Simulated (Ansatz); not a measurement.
`CC(F)[SiH2][SiH3]` + `[NH2][GaH2]` → `C[CH](F)[GaH][NH2]` + `[SiH3][SiH3]`  (formal exchange of groups at a C–Si bond)

Computed with Ansatz on PBE0-D4/def2-TZVP structures; ΔE is electronic, products minus reactants. CCSD(T)/CBS is the MP2 limit (def2-TZVPP, def2-QZVPP) plus CCSD(T) − MP2 in def2-TZVPP, frozen cores. DFT in def2-TZVPP. B3LYP here is the variant with VWN-RPA as its local correlation; programs differ in this. For Ga outer-core shells are correlated without core-valence functions, which leaves a few kJ/mol of doubt a bond. Scalar relativity is left out up to krypton. Each species was taken in one conformer, which may not be the lowest.

```csv
level,ΔE (kcal/mol),difference from CCSD(T)/CBS
B3LYP-D4,1.7,0.8
ωB97X-V,2.2,1.3
ωB97M-V,2.5,1.6
B2PLYP,1.4,0.5
r2SCAN,1.9,1.0
PBE0,1.9,1.0
B3LYP,1.3,0.4
MP2/def2-TZVPP,1.3,0.4
SCS-MP2/def2-TZVPP,1.3,0.4
CCSD/def2-TZVPP,1.3,0.4
CCSD(T)/def2-TZVPP,1.3,0.4
HF/def2-QZVPP,2.6,1.7
MP2/def2-QZVPP,1.1,0.2
SCS-MP2/def2-QZVPP,1.2,0.3
HF/CBS(def2),2.7,1.8
MP2/CBS(def2),0.9,0.0
CCSD(T)/CBS,0.9,0
```

Largest T1 diagnostic among the species: 0.014.

In def2-TZVPP, CCSD(T) changes the Hartree–Fock value by −1.2 kcal/mol (the triples alone add +0.0 kcal/mol) and MP2 by −1.2 kcal/mol.
